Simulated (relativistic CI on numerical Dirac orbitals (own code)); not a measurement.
## Ni⁺: M2,3 absorption edge

Computed with this model: Dirac-Coulomb-Breit CI, KLI orbitals optimised for each configuration, model QED, multiplet model of core-to-valence dipole absorption, unscaled Slater integrals; configurations [Ar] 3d9 → [Ne] 3s2 3p5 3d10; 80 K; Lorentzian 0.8 eV and Gaussian 0.3 eV FWHM. Energies are those of the free ion, without screening or charge transfer. The branching ratio is the share of the lower-energy edge in the whole absorption, uncertain by about 0.02 where the edges overlap. S is read from ⟨S²⟩ = S(S + 1).

Field parameters in Wybourne normalisation: Oh B⁴₀ = 21Dq, B⁴₄ = √(5/14) B⁴₀. The field is a parameter set, without covalency.

free ion: ground-state S = 0.50, centroid 69.04 eV. Peaks (eV, height): 69.0 (100).

Oh, 10Dq = 2400 cm⁻¹: ground-state S = 0.50, centroid 69.49 eV. Peaks (eV, height): 69.2 (100), 71.3 (21).

Oh, 10Dq = 5350 cm⁻¹: ground-state S = 0.50, centroid 69.87 eV. Peaks (eV, height): 69.4 (100), 71.5 (34).

Oh, 10Dq = 8350 cm⁻¹: ground-state S = 0.50, centroid 70.16 eV. Peaks (eV, height): 69.6 (100), 71.7 (39).

Oh, 10Dq = 11350 cm⁻¹: ground-state S = 0.50, centroid 70.42 eV. Peaks (eV, height): 69.8 (100), 71.9 (42).

Oh, 10Dq = 14300 cm⁻¹: ground-state S = 0.50, centroid 70.66 eV. Peaks (eV, height): 70.0 (100), 72.2 (44).

Strongest unbroadened transitions for Oh, 10Dq = 14300 cm⁻¹:

```tsv
Energy (eV)	Relative strength
70.04	100.0
72.17	40.7
```
